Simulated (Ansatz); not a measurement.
`C=C(C)c1ccccc1`. Charge 0, multiplicity 1. Geometry: relaxed with PBE0-D4/def2-TZVP. It is one conformer, not always the lowest.

```xyz
19

C    -0.656   -2.370    0.521
C     0.001   -1.248    0.814
C     0.862   -1.162    2.039
C    -0.072   -0.056   -0.056
C    -1.197    0.197   -0.844
C    -1.257    1.304   -1.671
C    -0.194    2.195   -1.726
C     0.923    1.969   -0.938
C     0.979    0.861   -0.108
H    -0.608   -3.233    1.176
H    -1.243   -2.474   -0.384
H     1.921   -1.082    1.776
H     0.742   -2.051    2.658
H     0.614   -0.281    2.636
H    -2.046   -0.474   -0.786
H    -2.145    1.480   -2.267
H    -0.243    3.065   -2.371
H     1.758    2.660   -0.967
H     1.863    0.702    0.498
```

(1) What is the dipole moment at B3LYP/def2-TZVPP? (Estimate.)

(2) And with PBE, r2SCAN, ωB97M-V? (Estimate.)

(3) Give the Mulliken charges with B3LYP, ωB97M-V, PBE in def2-TZVPP. (Best estimate.)

Results:

(1) Computed: 0.34 D, with components (0.21, 0.19, 0.20) D in this frame, pointing from negative to positive charge.

(2) Computed: PBE 0.36 D, r2SCAN 0.37 D, ωB97M-V 0.33 D.

(3) Ansatz gave: 
```json
{"atom": "C1", "B3LYP": "-0.22", "ωB97M-V": "-0.22", "PBE": "-0.20"}
{"atom": "C2", "B3LYP": "0.05", "ωB97M-V": "0.03", "PBE": "0.04"}
{"atom": "C3", "B3LYP": "-0.24", "ωB97M-V": "-0.33", "PBE": "-0.23"}
{"atom": "C4", "B3LYP": "0.04", "ωB97M-V": "0.06", "PBE": "0.06"}
{"atom": "C5", "B3LYP": "-0.14", "ωB97M-V": "-0.14", "PBE": "-0.14"}
{"atom": "C6", "B3LYP": "-0.13", "ωB97M-V": "-0.13", "PBE": "-0.12"}
{"atom": "C7", "B3LYP": "-0.12", "ωB97M-V": "-0.11", "PBE": "-0.10"}
{"atom": "C8", "B3LYP": "-0.14", "ωB97M-V": "-0.14", "PBE": "-0.13"}
{"atom": "C9", "B3LYP": "-0.14", "ωB97M-V": "-0.13", "PBE": "-0.13"}
{"atom": "H10", "B3LYP": "0.09", "ωB97M-V": "0.08", "PBE": "0.08"}
{"atom": "H11", "B3LYP": "0.09", "ωB97M-V": "0.09", "PBE": "0.08"}
{"atom": "H12", "B3LYP": "0.09", "ωB97M-V": "0.11", "PBE": "0.09"}
{"atom": "H13", "B3LYP": "0.08", "ωB97M-V": "0.09", "PBE": "0.07"}
{"atom": "H14", "B3LYP": "0.10", "ωB97M-V": "0.13", "PBE": "0.10"}
{"atom": "H15", "B3LYP": "0.12", "ωB97M-V": "0.12", "PBE": "0.10"}
{"atom": "H16", "B3LYP": "0.12", "ωB97M-V": "0.12", "PBE": "0.11"}
{"atom": "H17", "B3LYP": "0.13", "ωB97M-V": "0.12", "PBE": "0.11"}
{"atom": "H18", "B3LYP": "0.12", "ωB97M-V": "0.12", "PBE": "0.11"}
{"atom": "H19", "B3LYP": "0.12", "ωB97M-V": "0.12", "PBE": "0.10"}
```

B3LYP here is the variant with VWN-RPA as its local correlation; programs differ in this.
